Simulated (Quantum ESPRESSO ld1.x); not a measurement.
Gd I, configuration [Xe] 4f7 5d1 6s2.

All-electron calculation, Dirac Kohn-Sham, PW91, spin-unpolarised, spherical densities, point nucleus; open shells are shared between the two j in proportion to 2j + 1. Program: ld1.x of Quantum ESPRESSO 7.5.

Energy parts (eV):
part                   energy
total                 -306983
kinetic                334808
electron-nucleus      -754132
Hartree                119175
exchange-correlation    -6833

Orbitals (lengths in bohr, moments of r in powers of bohr; r(max) is where P^2 peaks):
| orbital | occ. | eigenvalue (eV) | <r> | r(max) |
|---|---|---|---|---|
| 1s1/2 | 2 | -50056.9 | 0.02190 | 0.014 |
| 2s1/2 | 2 | -8260.90 | 0.09274 | 0.079 |
| 2p1/2 | 2 | -7843.99 | 0.07745 | 0.060 |
| 2p3/2 | 4 | -7147.88 | 0.08429 | 0.065 |
| 3s1/2 | 2 | -1831.31 | 0.2440 | 0.224 |
| 3p1/2 | 2 | -1650.70 | 0.2336 | 0.212 |
| 3p3/2 | 4 | -1507.92 | 0.2467 | 0.224 |
| 3d3/2 | 4 | -1196.11 | 0.2187 | 0.178 |
| 3d5/2 | 6 | -1165.00 | 0.2228 | 0.182 |
| 4s1/2 | 2 | -368.840 | 0.5527 | 0.515 |
| 4p1/2 | 2 | -298.538 | 0.5647 | 0.519 |
| 4p3/2 | 4 | -266.734 | 0.5942 | 0.545 |
| 4d3/2 | 4 | -150.937 | 0.6299 | 0.554 |
| 4d5/2 | 6 | -145.188 | 0.6404 | 0.563 |
| 5s1/2 | 2 | -49.7060 | 1.333 | 1.19 |
| 5p1/2 | 2 | -30.3677 | 1.496 | 1.30 |
| 5p3/2 | 4 | -26.0095 | 1.592 | 1.38 |
| 4f5/2 | 3 | -9.1604 | 0.8592 | 0.563 |
| 4f7/2 | 4 | -8.4042 | 0.8722 | 0.567 |
| 6s1/2 | 2 | -4.1666 | 3.983 | 3.38 |
| 5d3/2 | 0.4 | -2.7397 | 2.784 | 1.93 |
| 5d5/2 | 0.6 | -2.4718 | 2.891 | 1.99 |
| 6p1/2 | 0 | -1.5370 | 5.415 | 4.36 |
| 6p3/2 | 0 | -1.2992 | 5.797 | 4.65 |
| 7s1/2 | 0 | -0.1136 | 12.57 | 9.40 |

The highest occupied level is 5d5/2 at -2.472 eV. Summed over all electrons, <r^2> = 82.65 bohr^2, which gives a Langevin (diamagnetic) susceptibility term of -65.5 x 10^-6 cm^3/mol.
